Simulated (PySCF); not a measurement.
These are PBE-D3(BJ)/def2-TZVP // PBE0-D4/def2-TZVP in PySCF values and carry that method's errors. Isolated molecules, 0 K electronic values unless said otherwise. One relaxed conformer stands for a flexible species; it need not be the lowest. Excitations are Tamm–Dancoff values on a coarser integration grid. The basis has no diffuse functions, so Rydberg states are missing or too high.

Reference species (SMILES): `C[Si@@H](N)[SiH3]` (neutral, multiplicity 1).

The HOMO–LUMO gap is 5.10 eV. The LUMO is -0.69 eV and the S1–T1 gap (TDA) is 0.34 eV.

Changed species: `[SiH3]CN[SiH3]` (Si–C–N–Si torsion 155°).

Q: What does the change do to the HOMO–LUMO gap, LUMO and S1–T1 gap (TDA)?

A: the HOMO–LUMO gap falls by 0.22 eV, to 4.88 eV; the LUMO rises by 0.06 eV, to -0.63 eV; the S1–T1 gap (TDA) falls by 0.10 eV, to 0.24 eV.
